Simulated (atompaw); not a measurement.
# An all-electron radial function and its pseudo partner (Co (Z = 27))

Columns: radius, all-electron u(r) and pseudo u(r) of the 4p shell (level -1.73 eV) of cobalt in the configuration [Ne] 3s2 3p6 3d7 4s1.5 4p0.5; PBE, scalar-relativistic, PAW (atompaw) scheme, atompaw 4.2.0.5.

```csv
r (bohr),all-electron,pseudo
0.048,0.0455,-0.0051
0.096,0.0933,-0.0201
0.144,0.1033,-0.0438
0.192,0.0804,-0.0741
0.240,0.0383,-0.1087
0.288,-0.0110,-0.1449
0.337,-0.0600,-0.1806
0.385,-0.1017,-0.2116
0.433,-0.1346,-0.2365
0.481,-0.1581,-0.2536
0.529,-0.1722,-0.2621
0.577,-0.1778,-0.2615
0.625,-0.1761,-0.2522
0.673,-0.1681,-0.2353
0.721,-0.1551,-0.2120
0.769,-0.1380,-0.1841
0.817,-0.1179,-0.1531
0.865,-0.0955,-0.1207
0.913,-0.0716,-0.0882
0.962,-0.0460,-0.0558
1.010,-0.0204,-0.0254
1.058,0.0054,0.0033
1.106,0.0312,0.0306
1.154,0.0568,0.0567
1.202,0.0819,0.0819
1.250,0.1064,0.1064
```

(1) How many radial nodes do the two functions have?

(2) Is the pseudo-wave norm-conserving?

Results:

(1) The all-electron 4p function has n − l − 1 = 2; the pseudo-wave has 1, since 1 lower shell of the same l stays in the valence.

(2) No, it belongs to a PAW set: the norm inside the radius is not constrained, and the difference is carried by the augmentation charge.
